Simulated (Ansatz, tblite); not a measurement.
Isomers of Ge$_{3}$H (doublet), found by a short tight-binding search and relaxed with PBE0-D4/def2-SVP in Ansatz.

The xTB rows come from tblite. Correlated methods freeze 27 core orbitals; core or outer-core shells of Ge are correlated, in sets that lack core-valence functions.

Other spin states were run for one of them alone.

A:

```xyz
4

Ge   -0.886    1.198   -1.120
Ge   -0.689    0.160    1.091
Ge    0.904   -0.449   -0.821
H     0.672   -0.908    0.850
```

B:

Cartesian coordinates in Å:
```
Ge -1.546 1.036 -0.323
Ge 0.589 0.381 0.069
Ge -1.108 -1.435 -0.077
H 2.066 0.017 0.330
```

Task: Estimate which lies lowest at each level, and how far above it the others are (kJ/mol).

Result: 
| level | A | B |
| --- | --- | --- |
| GFN1-xTB | 35.0 | 0.0 |
| GFN2-xTB | 0.0 | 24.9 |
| HF/def2-SVP | 0.0 | 5.8 |
| PBE-D4/def2-TZVP | 0.0 | 28.7 |
| r2SCAN-D4/def2-TZVP | 0.0 | 23.5 |
| PBE0-D4/def2-TZVP | 0.0 | 23.8 |
| ωB97M-V/def2-TZVP | 0.0 | 27.8 |
| PBE-QIDH/def2-TZVP | 0.0 | 18.6 |
| MP2/def2-SVP | 0.0 | 18.2 |
| CCSD/def2-SVP | 0.0 | 18.5 |
| CCSD(T)/def2-SVP | 0.0 | 19.8 |
Point groups (tolerance 0.1 Å): A C2v, B Cs. Lower isomers may exist.
